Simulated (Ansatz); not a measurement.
C6H10O4, SMILES `COC(=O)C(C)C(=O)OC`, 20 atoms. The species carries charge 0 and has multiplicity 1. Hardware: A = 4 threads of an AMD EPYC 7R13 on a shared host; B = 4 threads of an AMD EPYC 7R13 on a shared host and a share of an NVIDIA H100 80 GB. Correlated methods freeze the cores.

(1) Give the basis size and wall time and peak host memory of each of these runs in Ansatz. RKS B3LYP-D4/def2-TZVPP energy and forces [B]; RKS PBE0-D4/def2-QZVPP energy [B]; RHF-CCSD(T)/def2-SVP energy [B]; RKS ωB97M-V/def2-QZVPP energy [B]; RHF-CCSD(T)/def2-TZVPP energy [B]; direct RPA on PBE orbitals/def2-TZVPP energy [B]; RKS LC-ωPBE/def2-TZVPP energy [B]; RKS PBE0-D4/def2-SVP energy [A]; RKS PBE-QIDH (frozen core)/def2-TZVPP energy [B]; RHF-MP2/def2-QZVPP energy [B]; RKS BHLYP-D4/def2-TZVPP energy [B]; RKS ωB97M-V/def2-SVP energy [A]. (Best estimate.)

## Answers

(1) Ansatz gave: Other jobs shared the machine, so times are rough.

| level | job | functions | wall time | peak host memory (GiB) |
| --- | --- | --- | --- | --- |
| RKS PBE0-D4/def2-SVP | energy [A] | 190 | 3.6 s | 1.2 |
| RKS B3LYP-D4/def2-TZVPP | energy and forces [B] | 450 | 4.6 s | 1.2 |
| RKS BHLYP-D4/def2-TZVPP | energy [B] | 450 | 5 s | 1.2 |
| direct RPA on PBE orbitals/def2-TZVPP | energy [B] | 450 | 7.5 s | 2.2 |
| RKS PBE0-D4/def2-QZVPP | energy [B] | 870 | 7.5 s | 1.4 |
| RKS LC-ωPBE/def2-TZVPP | energy [B] | 450 | 7.5 s | 1.2 |
| RKS PBE-QIDH (frozen core)/def2-TZVPP | energy [B] | 450 | 8.5 s | 2.2 |
| RKS ωB97M-V/def2-QZVPP | energy [B] | 870 | 8.5 s | 1.5 |
| RHF-CCSD(T)/def2-SVP | energy [B] | 190 | 8.5 s | 1.2 |
| RKS ωB97M-V/def2-SVP | energy [A] | 190 | 10 s | 1.2 |
| RHF-MP2/def2-QZVPP | energy [B] | 870 | 11 s | 1.6 |
| RHF-CCSD(T)/def2-TZVPP | energy [B] | 450 | 38 s | 1.2 |

B3LYP here is the variant with VWN-RPA as its local correlation; programs differ in this. LC-ωPBE has ω = 0.4 bohr⁻¹.
